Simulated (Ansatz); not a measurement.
InP2⁻, relaxed as a singlet with RKS r2SCAN-D4/def2-TZVPD in Ansatz, starting from the GFN2-xTB geometry. Force threshold 0.02 eV/Å.

In the def2 sets In takes a core potential; there is no spin–orbit coupling. The restricted singlet is unstable towards broken spin symmetry in Hartree–Fock (as tested in another run); at r2SCAN-D4/def2-TZVPD this wasn't settled. An occupied level of the charge -1 singlet lies above an empty one (by up to 0.34 eV), so this SCF solution is probably not the lowest. Another isomer (singlet) lies 2.64 eV lower at PBE0-D4/def2-TZVPD; other spin states weren't run for this one.

Start:

```xyz
3

In    0.103    0.696   -0.050
P    -0.200   -0.481   -2.149
P     0.097   -0.215    2.199
```

Problem. Estimate the energy that the relaxation releases and the steps that it takes.

Solution. 10.7 kcal/mol, in 5 steps; 3.8 s on 4 threads of AMD EPYC 9R45 on a shared host. No frequencies were taken in this run, so the end may be a saddle point.

Problem. Does the start keep its bonding and symmetry?

Solution. By distances, no bond broke or formed. The bond that changes most is In1–P3, from 2.43 to 2.32 Å (atoms count from 1). Point group C2v at the start, D∞h at the end, both within 0.05 Å.

Problem. Predict the relaxed structure.

Solution. 
Cartesian coordinates in Å:
```
In 0.001 0.006 0.000
P -0.159 -0.144 -2.314
P 0.158 0.139 2.314
```
Bond lengths: 2 × In–P 2.32 Å.
